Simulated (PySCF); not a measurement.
# Stationary points of HTcO₃

Level of theory: PBE0 in PySCF with Tc def2-SVP with ECP28, O def2-SVP, H def2-SVP; scalar-relativistic core potentials, no spin–orbit coupling; density-fitted integrals.

Relaxations began from a few typed shapes. The search is not exhaustive: other isomers or separated fragments can lie lower, and high-lying points may rest on an excited occupation.

| spin | group | bonds | angles | imaginary modes (cm⁻¹) | ΔE (kJ/mol) | ΔE with ZPE (kJ/mol) |
| --- | --- | --- | --- | --- | --- | --- |
| singlet | C3v | Tc–H 1.652 Å, Tc–O 1.662 Å (×3) | H–Tc–O 104.8° (×3), O–Tc–O 113.7° (×3) | none | 0.0 | 0.0 |
| singlet (closed shell, unstable to spin polarisation) | Cs | O–H 0.965 Å, Tc–O 1.654 Å, Tc–O 1.659 Å, Tc–O 1.829 Å | H–O–Tc 134.5°, O–Tc–O 116.3°, O–Tc–O 120.2°, O–Tc–O 123.6° | none | 3.2 | 7.7 |
| singlet (closed shell, unstable to spin polarisation) | C2v | Tc–H 1.819 Å, Tc–O 1.645 Å, Tc–O 1.761 Å (×2) | H–Tc–O 43.3° (×2), H–Tc–O 180.0°, O–Tc–O 86.6°, O–Tc–O 136.7° (×2) | 1964i | 223.1 | – |

The lowest minimum found is the singlet C3v: Tc–H 1.652 Å, Tc–O 1.662 Å (×3); H–Tc–O 104.8° (×3), O–Tc–O 113.7° (×3).

For the lowest minimum: stability towards spin polarisation was not tested.
